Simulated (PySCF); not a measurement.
Computed properties of Pb(Cl)(OH) (ClHOPb), SMILES [Cl][Pb][OH]

ClHOPb, SMILES [OH][Pb][Cl] (connectivity only; charge and spin as stated), neutral, multiplicity 1. The structure is a stationary point at B3LYP-D3(BJ)/def2-TZVP. The def2 effective core potentials stand for the cores of Pb; spin–orbit coupling is left out. The values are those of a single conformer. All values are computed for the isolated molecule unless a solvent is named; none is compared with measurement here.

**Structure.** The optimised structure has Cs symmetry. All 6 harmonic modes at B3LYP-D3(BJ)/def2-TZVP (PySCF) are real, so it is a minimum. With heavy atoms numbered as in [Pb:1]([Cl:2])[OH:3], the shortest bond between them is Pb1–O3 at 2.100 Å and the longest Pb1–Cl2 at 2.483 Å.

**Vibrations.** The strongest infrared lines (harmonic, unscaled, degenerate partners summed) lie at 346 cm⁻¹ (107 km/mol, H 92 %), 526 cm⁻¹ (96 km/mol, O 89 %), 698 cm⁻¹ (65 km/mol, H 92 %). The softest mode is at 135 cm⁻¹ and the zero-point energy is 8.3 kcal/mol.

**Electronic structure.** CAM-B3LYP/def2-TZVPD (PySCF) places the frontier levels at -9.16 and -1.88 eV, a gap of 7.28 eV, and gives a dipole moment of 5.49 D and a mean polarisability of 62.2 bohr³.

**Excitations.** TDDFT-B3LYP/def2-SVPD (PySCF) has S1 at 3.77 eV (329 nm, f = 0.014, weak); the most intense of the 10 singlets computed lies at 6.33 eV (f = 0.19). T1 (TDA) is at 3.28 eV. No vertical singlet excitation falls in the visible range (under 3.1 eV).
